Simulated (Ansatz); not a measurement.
```yaml
crystal:
  periodic: [false, false, false]
  atoms:
    - {symbol: O, position_ang: [-1.684541, -1.357664, 0.036397]}
    - {symbol: C, position_ang: [-0.555619, -0.463238, 0.301976]}
    - {symbol: C, position_ang: [0.128582, 0.297525, -0.576206]}
    - {symbol: C, position_ang: [-0.322254, 0.864163, -1.777240]}
    - {symbol: O, position_ang: [0.590095, 1.481346, -2.289339]}
    - {symbol: C, position_ang: [-0.179422, -0.811583, 1.911008]}
    - {symbol: F, position_ang: [1.275284, -1.371692, 1.661430]}
    - {symbol: F, position_ang: [-0.155741, 0.127434, 2.565706]}
    - {symbol: F, position_ang: [-0.915392, -1.848973, 2.370839]}
    - {symbol: Xx, position_ang: [1.345910, 0.882501, 0.138042]}
    - {symbol: H, position_ang: [-0.849546, 0.214361, -2.017375]}
    - {symbol: H, position_ang: [0.894095, 2.183599, -1.983337]}
basis:
  gaussian: {orbitals: def2-mTZVP}
hamiltonian: {xc: {name: SVWN5}}
output: {forces: true}
```

```sh
$ ansatz run in.yaml --threads 2 --pin off --events-out ev --progress --plain --max-ram 32768MiB --backend cpu
```

Shortened log:

```
Error: YAML parse error: error: line 13 column 16: `Xx` is not an element symbol (H … Og, case-exact)
11 |     - {symbol: F, position_ang: [-0.155741, 0.127434, 2.565706]}
12 |     - {symbol: F, position_ang: [-0.915392, -1.848973, 2.370839]}
13 |     - {symbol: Xx, position_ang: [1.345910, 0.882501, 0.138042]}
14 |     - {symbol: H, position_ang: [-0.849546, 0.214361, -2.017375]}
15 |     - {symbol: H, position_ang: [0.894095, 2.183599, -1.983337]}
```

In this input an element symbol is wrong. The program refused the input.
